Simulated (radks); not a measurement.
Results of a calculation; reference values are marked as such.
Initial-state core-level shifts of neutral phosphorus when its valence configuration changes from [Ne] 3s2 3p3. Code: a radial shooting solver on a logarithmic mesh with Libxc functionals. Model: non-relativistic Kohn-Sham, TPSS, spin-unpolarised, spherical densities, point nucleus; meta-GGA in the generalised Kohn-Sham scheme. Shifts are changes of the shell-averaged eigenvalues in eV (positive: less bound); the change of the density at the nucleus, which sets a Mossbauer isomer shift, is in e/bohr^3, on a base of 2189.

\begin{tabular}{lrrrr}
valence & 1s & 2s & 2p & density at nucleus \\ \hline
3p5 & -3.168 & -3.043 & -3.035 & -12.4402 \\
3s1 3p4 & -1.623 & -1.557 & -1.554 & -6.0971 \\
3s1.5 3p3.5 & -0.822 & -0.789 & -0.787 & -3.0152 \\
3s0.5 3p4.5 & -2.404 & -2.308 & -2.302 & -9.2398 \\
\end{tabular}
